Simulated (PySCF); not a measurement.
PySCF input (M06-2X/def2-TZVPD):

```python
from pyscf import gto, scf, dft

mol = gto.M(
    atom='''
    Rb   -0.00000000   -0.00000000   -0.46082120
    F     0.00000000    0.00000000    1.89448715
    ''',
    basis='def2-tzvpd',
    ecp='def2-tzvp',
    charge=-1,
    spin=1,
    symmetry='C2v',
    verbose=4,
)

mf = dft.UKS(mol, xc='m062x').density_fit(auxbasis='def2-universal-jkfit')
mf.grids.level = 4
mf.conv_tol = 1e-9
mf.max_cycle = 100
mf.max_memory = 1500
mf.kernel()
if not mf.converged:
    mf = mf.newton()
    mf.kernel(mf.make_rdm1())
mf.analyze()
```

End of the output:

```
Extra cycle  E= -123.943541963759  delta_E= -1.97e-11  |g|= 1.86e-06  |ddm|= 2.25e-05
converged SCF energy = -123.943541963759  <S^2> = 0.75041915  2S+1 = 2.0004191
**** SCF Summaries ****
Total Energy =                        -123.943541963759188
Nuclear Repulsion Energy =              18.198616790247442
One-electron Energy =                 -220.265006804650653
Two-electron Energy =                   78.122848050644023
Two-electron Coulomb Energy =           92.404192241213181
DFT Exchange-Correlation Energy =      -14.281344190569158
HOMO-LUMO gap [eV] =                     2.067588133503889
Wave-function symmetry = A1
alpha occupancy for each irrep:     A1   A2   B1   B2
                                     6    0    2    2
beta  occupancy for each irrep:     A1   A2   B1   B2
                                     5    0    2    2
**** MO energy ****
alpha MO #1 (A1 #1), energy= -24.8953408742431 occ= 1
alpha MO #2 (A1 #2), energy= -1.18614996847681 occ= 1
alpha MO #3 (A1 #3), energy= -0.951653039836593 occ= 1
alpha MO #4 (B1 #1), energy= -0.532947488219427 occ= 1
alpha MO #5 (B2 #1), energy= -0.532947488219428 occ= 1
alpha MO #6 (A1 #4), energy= -0.519902064439236 occ= 1
alpha MO #7 (B1 #2), energy= -0.18495632706904 occ= 1
alpha MO #8 (B2 #2), energy= -0.18495632706904 occ= 1
alpha MO #9 (A1 #5), energy= -0.183984204636033 occ= 1
alpha MO #10 (A1 #6), energy= 0.0178511699215775 occ= 1
alpha MO #11 (B1 #3), energy= 0.093833632997301 occ= 0
alpha MO #12 (B2 #3), energy= 0.0938336329973003 occ= 0
alpha MO #13 (A1 #7), energy= 0.103390728514601 occ= 0
alpha MO #14 (A2 #1), energy= 0.109076082404074 occ= 0
alpha MO #15 (A1 #8), energy= 0.109076597295458 occ= 0
alpha MO #16 (A1 #9), energy= 0.113879252146839 occ= 0
alpha MO #17 (B1 #4), energy= 0.115454888007065 occ= 0
alpha MO #18 (B2 #4), energy= 0.115454888007065 occ= 0
alpha MO #19 (A1 #10), energy= 0.137279892846552 occ= 0
alpha MO #20 (A1 #11), energy= 0.186273398169539 occ= 0
alpha MO #21 (B1 #5), energy= 0.186383482824816 occ= 0
alpha MO #22 (B2 #5), energy= 0.186383482824814 occ= 0
alpha MO #23 (A2 #2), energy= 0.208642293321612 occ= 0
alpha MO #24 (A1 #12), energy= 0.208643431645289 occ= 0
alpha MO #25 (B1 #6), energy= 0.246639916748197 occ= 0
alpha MO #26 (B2 #6), energy= 0.246639916748193 occ= 0
alpha MO #27 (A1 #13), energy= 0.252623454347932 occ= 0
alpha MO #28 (A1 #14), energy= 0.33087178926209 occ= 0
alpha MO #29 (B1 #7), energy= 0.332822691634196 occ= 0
alpha MO #30 (B2 #7), energy= 0.332822691634194 occ= 0
alpha MO #31 (A1 #15), energy= 0.500926591611247 occ= 0
alpha MO #32 (B1 #8), energy= 0.514307937757249 occ= 0
alpha MO #33 (B2 #8), energy= 0.514307937757247 occ= 0
alpha MO #34 (A1 #16), energy= 0.519701823066766 occ= 0
alpha MO #35 (A2 #3), energy= 0.519702822420827 occ= 0
alpha MO #36 (A1 #17), energy= 0.575654753124185 occ= 0
alpha MO #37 (A1 #18), energy= 0.701881113313594 occ= 0
alpha MO #38 (B1 #9), energy= 0.713039690793429 occ= 0
alpha MO #39 (B2 #9), energy= 0.713039690793433 occ= 0
alpha MO #40 (A1 #19), energy= 0.727947367327711 occ= 0
alpha MO #41 (A2 #4), energy= 0.728007495027165 occ= 0
alpha MO #42 (A1 #20), energy= 0.861780646582531 occ= 0
alpha MO #43 (B1 #10), energy= 0.881669638335621 occ= 0
alpha MO #44 (B2 #10), energy= 0.881669638335625 occ= 0
alpha MO #45 (A1 #21), energy= 0.970933516985831 occ= 0
alpha MO #46 (B1 #11), energy= 1.03706235298926 occ= 0
alpha MO #47 (B2 #11), energy= 1.03706235298926 occ= 0
alpha MO #48 (A1 #22), energy= 1.39278908809346 occ= 0
alpha MO #49 (A1 #23), energy= 1.47911431810832 occ= 0
alpha MO #50 (A2 #5), energy= 2.58715293768766 occ= 0
alpha MO #51 (A1 #24), energy= 2.58719268807804 occ= 0
alpha MO #52 (B1 #12), energy= 2.61889682258817 occ= 0
alpha MO #53 (B2 #12), energy= 2.61889682258818 occ= 0
alpha MO #54 (A1 #25), energy= 2.63878720557487 occ= 0
alpha MO #55 (B1 #13), energy= 3.68558521160899 occ= 0
alpha MO #56 (B2 #13), energy= 3.68558521160898 occ= 0
alpha MO #57 (A1 #26), energy= 3.80432377958164 occ= 0
alpha MO #58 (A1 #27), energy= 4.41695107873961 occ= 0
alpha MO #59 (A1 #28), energy= 7.249330059263 occ= 0
alpha MO #60 (A2 #6), energy= 7.24982414138939 occ= 0
alpha MO #61 (B1 #14), energy= 7.25002804223352 occ= 0
alpha MO #62 (B2 #14), energy= 7.25002804223351 occ= 0
alpha MO #63 (B1 #15), energy= 7.2532375661766 occ= 0
alpha MO #64 (B2 #15), energy= 7.25323756617659 occ= 0
alpha MO #65 (A1 #29), energy= 7.26974612381207 occ= 0
alpha MO #66 (A2 #7), energy= 8.77689118305704 occ= 0
alpha MO #67 (A1 #30), energy= 8.77735236846967 occ= 0
alpha MO #68 (B1 #16), energy= 8.80005256203238 occ= 0
alpha MO #69 (B2 #16), energy= 8.80005256203238 occ= 0
alpha MO #70 (A1 #31), energy= 8.81592770579216 occ= 0
alpha MO #71 (A1 #32), energy= 13.0929685054526 occ= 0
alpha MO #72 (A1 #33), energy= 39.1304942741686 occ= 0
alpha MO #73 (A1 #34), energy= 57.48607712307 occ= 0
beta  MO #1 (A1 #1), energy= -24.894924543921 occ= 1
beta  MO #2 (A1 #2), energy= -1.18487355548034 occ= 1
beta  MO #3 (A1 #3), energy= -0.950443754499794 occ= 1
beta  MO #4 (B1 #1), energy= -0.533285783450497 occ= 1
beta  MO #5 (B2 #1), energy= -0.533285783450498 occ= 1
beta  MO #6 (A1 #4), energy= -0.519879375139894 occ= 1
beta  MO #7 (B1 #2), energy= -0.183618469162607 occ= 1
beta  MO #8 (B2 #2), energy= -0.183618469162607 occ= 1
beta  MO #9 (A1 #5), energy= -0.182794591618389 occ= 1
beta  MO #10 (A1 #6), energy= 0.127153821387388 occ= 0
beta  MO #11 (A1 #7), energy= 0.146624296039633 occ= 0
beta  MO #12 (B1 #3), energy= 0.169800132298668 occ= 0
beta  MO #13 (B2 #3), energy= 0.169800132298669 occ= 0
beta  MO #14 (A2 #1), energy= 0.197965267565687 occ= 0
beta  MO #15 (A1 #8), energy= 0.198494033649507 occ= 0
beta  MO #16 (A1 #9), energy= 0.202275902588977 occ= 0
beta  MO #17 (B1 #4), energy= 0.208099819092234 occ= 0
beta  MO #18 (B2 #4), energy= 0.208099819092232 occ= 0
beta  MO #19 (A1 #10), energy= 0.238402842171038 occ= 0
beta  MO #20 (B1 #5), energy= 0.249757775204135 occ= 0
beta  MO #21 (B2 #5), energy= 0.249757775204121 occ= 0
beta  MO #22 (A2 #2), energy= 0.259520835442103 occ= 0
beta  MO #23 (A1 #11), energy= 0.259538446084445 occ= 0
beta  MO #24 (A1 #12), energy= 0.285477476545209 occ= 0
beta  MO #25 (B1 #6), energy= 0.301817024432389 occ= 0
beta  MO #26 (B2 #6), energy= 0.301817024432389 occ= 0
beta  MO #27 (A1 #13), energy= 0.307161252006706 occ= 0
beta  MO #28 (B1 #7), energy= 0.368152919318769 occ= 0
beta  MO #29 (B2 #7), energy= 0.368152919318764 occ= 0
[...]
```

This state (charge -1, doublet) is run at the relaxed geometry of the species with charge 0 and multiplicity 1.
